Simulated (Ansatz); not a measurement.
Reaction (redistribution): `C[Si](N)(O)S` + `S[SiH2][GaH2]` → `N[Si](O)(S)S` + `C[SiH2][GaH2]`

Gas-phase electronic energies from Ansatz, PBE0-D4/def2-TZVP geometries. CCSD(T)/CBS adds triple-zeta CCSD(T) − MP2 to the extrapolated MP2 energy (def2 sets, frozen cores). DFT in def2-TZVPP. B3LYP here is the variant with VWN-RPA as its local correlation; programs differ in this. For Ga outer-core shells are correlated without core-valence functions, which leaves a few kJ/mol of doubt a bond. Scalar relativity is left out up to krypton. One conformer a species, not always the lowest.

**Question.** Is it downhill or uphill in electronic energy at CCSD(T)/CBS, and by how much? (Estimate.)

**Answer.** Computed: Nearly level: ΔE = +0.5 kJ/mol.

**Question.** What do these levels give: B3LYP-D4, ωB97M-V, HF/def2-SVP, MP2/def2-TZVPP, HF/CBS(def2), CCSD/CBS(def2)? (Estimate.)

**Answer.** The calculation gave: B3LYP-D4 0.5, ωB97M-V -0.7, HF/def2-SVP -0.8, MP2/def2-TZVPP -1.4, HF/CBS(def2) 2.5, CCSD/CBS(def2) 0.9 kJ/mol.

Largest T1 diagnostic among the species: 0.013.

Leaving LDA and LC-ωPBE aside and taking each functional with its dispersion term where it has one, the values, not all of them listed here, spread over 2.7 kJ/mol, from B97M-V to BHLYP-D4. At CCSD(T), def2-SVP lies −3.8 kJ/mol from the extrapolated value and def2-TZVPP −1.1 kJ/mol.
